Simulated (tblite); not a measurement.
Species: C4H10F2SSi.
Cartesian coordinates in Å at the GFN2-xTB level; atoms count from 1:
```
atom  x, y, z in Å
C1     2.3356   -0.6249    0.4207
S2     0.9456   -0.0605    1.4423
C3    -0.3722    0.2379    0.1811
C4    -0.0247    1.4637   -0.6499
Si5   -0.7408   -1.3377   -0.8660
C6    -1.6037    0.5424    1.0147
F7    -2.0760   -0.5742    1.6211
F8    -2.6228    0.9759    0.2270
H9     2.0991   -1.5795   -0.0395
H10    2.5767    0.1215   -0.3293
H11    3.1712   -0.7374    1.1044
H12    0.8506    1.2726   -1.2656
H13   -0.8550    1.7124   -1.3085
H14    0.1809    2.3209   -0.0084
H15    0.2786   -1.3773   -1.9183
H16   -2.0632   -1.1627   -1.4519
H17   -0.6489   -2.4908    0.0212
H18   -1.4396    1.3040    1.7931
```

Computed values, GFN2-xTB/tblite, gas phase, harmonic and unscaled. Errors from tens to a few hundred cm⁻¹ against measured bands are possible. Modes of hydrogen on silicon can be 10 to 20 % off. One conformer, not necessarily the lowest.

Harmonic wavenumbers (cm⁻¹): 42.4, 65.1, 123.3, 139.4, 156.4, 177.8, 194.8, 210.4, 240.0, 287.4, 295.5, 380.6, 454.2, 531.5, 541.0, 577.3, 615.7, 729.3, 754.4, 770.6, 782.1, 798.9, 932.0, 938.0, 961.8, 1017.5, 1067.6, 1075.3, 1127.7, 1178.3, 1268.0, 1283.6, 1311.9, 1411.1, 1442.2, 1448.6, 1489.5, 1496.9, 2259.7, 2329.9, 2337.6, 2888.1, 3004.6, 3022.7, 3026.0, 3035.4, 3039.0, 3057.4.

A = 1870, B = 1067, C = 984.3 MHz; mass 156.024 u (most abundant isotopes); point group C1, symmetry number 1.

Task: What is the zero-point energy?

Result: ½Σν̃ = 28159 cm⁻¹ = 80.51 kcal/mol.

Task: What is S at 400 K and 1 bar for an ideal gas of classical rigid rotors and harmonic oscillators?

Result: Translation 42.53, rotation 30.36, vibration 46.66: S = 119.6 cal/(mol K).

Task: And Cp and H(400 K) − H(0)?

Result: Cp = 51.90 cal/(mol K), of which vibrations give 43.95 (their classical limit is 48 R = 95.4); H(400 K) − H(0) = 12.73 kcal/mol without the zero-point energy, 9.55 from vibrations.

Task: How do the functions run with temperature in this model?

Result: 
| T (K) | S (cal/(mol K)) | Cp (cal/(mol K)) | H − H(0) (kcal/mol) | G − H(0) (kcal/mol) | ln q(vib) |
| --- | --- | --- | --- | --- | --- |
| 50 | 59.8 | 13.9 | 0.51 | -2.48 | 0.59 |
| 100 | 72.0 | 21.7 | 1.41 | -5.79 | 1.99 |
| 298.15 | 105.7 | 42.8 | 7.89 | -23.61 | 8.34 |
| 373.15 | 116.0 | 49.7 | 11.37 | -31.93 | 10.66 |
| 500 | 131.9 | 59.2 | 18.30 | -47.67 | 14.41 |
| 750 | 158.6 | 72.3 | 34.87 | -84.11 | 21.24 |
| 1000 | 180.7 | 80.8 | 54.09 | -126.61 | 27.37 |

q(vib) and H(0) count from the zero-point level.

Task: What must be added to the electronic energy to get the Gibbs energy at 400 K and 1 bar?

Result: ZPE + [H(400 K) − H(0)] − T·S = 80.51 + 12.73 − 47.82 = 45.42 kcal/mol.

Task: Blend soft modes into free rotors: weight 1/[1 + (100 cm⁻¹/ν̃)⁴] for the oscillator and the rest for a rotor with moment μB/(μ + B), μ = h/(8π²ν), B = 10⁻⁴⁴ kg m². What vibrational entropy results?

Result: 43.45 cal/(mol K) in place of 46.66, which changes −T·S at 400 K by +1.29 kcal/mol.

Task: Which modes carry the vibrational entropy at 400 K?

Result: 42.4 cm⁻¹: 5.73; 65.1 cm⁻¹: 4.88; 123.3 cm⁻¹: 3.62; 139.4 cm⁻¹: 3.38; 156.4 cm⁻¹: 3.16; 177.8 cm⁻¹: 2.91 cal/(mol K); the other 42 give 23.00 together.

Hindered rotation and anharmonicity are outside this model. Other conformers, if any are populated, would add a mixing term that is left out. The structure is chiral; the term R ln 2 for an equal mix with its mirror image is left out.
